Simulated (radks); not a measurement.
Question: The mean radii <r> (bohr) of the occupied orbitals of an atom or ion are listed with their occupations. Method: scalar-relativistic Kohn-Sham, PBEsol, spin-polarised, spherical densities, point nucleus; computed with a radial shooting solver on a logarithmic mesh with Libxc functionals.

| orbital | occ. | <r> |
|---|---|---|
| 1s up | 1 | 0.02150 |
| 1s down | 1 | 0.02150 |
| 2s up | 1 | 0.09033 |
| 2s down | 1 | 0.09029 |
| 2p up | 3 | 0.07962 |
| 2p down | 3 | 0.07961 |
| 3s up | 1 | 0.2178 |
| 3s down | 1 | 0.2180 |
| 3p up | 2 | 0.2121 |

Name the element and its charge. Open shells, if any, are filled with parallel spins first.

Answer: Z = 65, terbium, charge +51: Tb51+ in [Ne] 3s2 3p2. The 1s radius gives Z: for a bare nucleus <r> = (2 gamma + 1)/(2Z) with gamma = sqrt(1 - (Z/c)^2), 0.02124 bohr for Z = 65, and screening makes it slightly larger (0.02150 here). The occupations add up to 14, and the charge is Z minus that.
